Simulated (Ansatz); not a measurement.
Cost and result for the atomization energy of CH6BNOSe (`NB([SeH])CO`) (11 atoms, 10 bonds).

```tsv
atom	x (Å)	y (Å)	z (Å)
N1	-0.955	-0.987	-0.160
B2	0.174	-0.215	-0.400
Se3	1.245	-0.332	-2.042
C4	0.642	0.815	0.707
O5	-0.332	1.026	1.730
H6	-1.427	-0.905	0.728
H7	-1.329	-1.682	-0.779
H8	0.519	-1.464	-2.631
H9	0.972	1.770	0.275
H10	1.524	0.407	1.212
H11	-1.033	1.567	1.360
```

The species carries charge 0 and has multiplicity 1. Correlated methods include outer-core shells of Se, which these sets cover unevenly. Scalar relativity is left out up to krypton. Geometry: relaxed with PBE0-D4/def2-TZVP. It is one conformer, not always the lowest. Program: Ansatz. All runs use 4 threads of an Arm Neoverse V2 on a shared host. Times are those of one run each, without the atoms' runs, and a repeat can differ threefold. Electronic energies, without spin–orbit coupling; frozen cores. CCSD(T)/CBS adds CCSD(T) − MP2 in def2-TZVPP to the MP2 limit, and its time is that of the two runs behind it. T1 = 0.011. With those shells the extrapolation isn't a true limit. B3LYP takes the VWN-RPA correlation (the form of Gaussian; ORCA's B3LYP/G).

CCSD(T)/CBS is a level of theory with its own doubt, some kJ/mol a heavy atom from the limit and from the frozen cores, so smaller differences don't rank the functionals.

| level | functions | wall time | atomization (kcal/mol) | difference from CCSD(T)/CBS | per bond |
| --- | --- | --- | --- | --- | --- |
| PBE-D4/def2-TZVPP (with forces) | 256 | 2.8 s | 991.3 | 25.3 | 2.5 |
| PBE0-D4/def2-TZVPP | 256 | 3.5 s | 969.5 | 3.5 | 0.3 |
| B3LYP-D4/def2-TZVPP (with forces) | 256 | 5.5 s | 967.8 | 1.8 | 0.2 |
| r2SCAN-D4/def2-TZVPP (with forces) | 256 | 6 s | 969.0 | 3.0 | 0.3 |
| B2PLYP/def2-TZVPP | 256 | 7 s | 955.9 | -10.1 | -1.0 |
| ωB97X-V/def2-TZVPP | 256 | 9 s | 968.4 | 2.4 | 0.2 |
| ωB97M-V/def2-TZVPP (with forces) | 256 | 14 s | 968.9 | 2.9 | 0.3 |
| MP2/def2-QZVPP | 497 | 30 s | 972.2 | 6.2 | 0.6 |
| CCSD(T)/def2-TZVPP | 256 | 4.9 min | 938.3 | -27.7 | -2.8 |
| CCSD(T)/CBS(def2) | – | 5.4 min | 966.0 | 0.0 | 0.0 |

In def2-TZVPP, CCSD(T) changes the Hartree–Fock value by +259.7 kcal/mol (the triples alone add +15.9 kcal/mol) and MP2 by +277.4 kcal/mol; breaking electron pairs costs correlation energy, which Hartree–Fock lacks. From PBE to PBE0 (25 % exact exchange), in def2-TZVPP and without D4, the atomization energy moves by −21.0 kcal/mol: exact exchange takes away binding that semilocal exchange gives to molecules. The D4 term adds +8.6 kcal/mol with B3LYP and +4.5 kcal/mol with PBE0; it sums over pairs of atoms, weighted by their polarisabilities, and B3LYP, whose exchange is more repulsive, gets the larger term.
